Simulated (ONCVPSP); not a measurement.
## Fe (Z = 26), ONCV: configuration errors across variants

iron (Fe), optimised norm-conserving Vanderbilt (ONCV), made with ONCVPSP 4.0.1 (PBE, scalar-relativistic). Core [Ne], reference 3s2 3p6 3d6 4s2. Waves: 3s+4s: rc 1.35 bohr, ncon 4, nbas 8, qcut 11.1 1/bohr, 2 projectors; 3p: rc 1.05 bohr, ncon 4, nbas 8, qcut 14.7 1/bohr, 1 projector; 3d: rc 1.05 bohr, ncon 4, nbas 8, qcut 12.9 1/bohr, local. Local part: the d channel. Core correction: none.

All-electron excitation energies from the reference (eV): (1) 3s2 3p6 3d6 4s1 8.729; (2) 3s2 3p6 3d6 4s0 24.932; (3) 3s2 3p6 3d5 4s0 59.155; (4) 3s2 3p6 3d6 4s1.5 3.484.

2 further variants failed, have other tests or too few solved ones, and are left out.

A true bound ghost makes a file unfit for plane-wave use even where its test errors are small: the radial tests pick states by their node count and pass the ghost by.

Errors AE − PS in meV (a dash: test not solved or not reliable):

| change | (1) | (2) | (3) | (4) | bound ghosts | GHOST(+) flags above zero |
| --- | --- | --- | --- | --- | --- | --- |
| base | -0.3 | +0.7 | -17 | -0.2 | none | s |
| s: rc 1.2 | -0.3 | +0.3 | -16 | -0.2 | s | none |
| s: rc 1.34 | -0.3 | +0.6 | -17 | -0.2 | none | s |
| s: rc 1.76 | -0.3 | +0.7 | -18 | -0.2 | none | none |

Task: Give the same row for: s: rc 1.5.

Result: -0.3, +0.8, -18, -0.2; bound ghosts: none; GHOST(+) flags above zero: s.
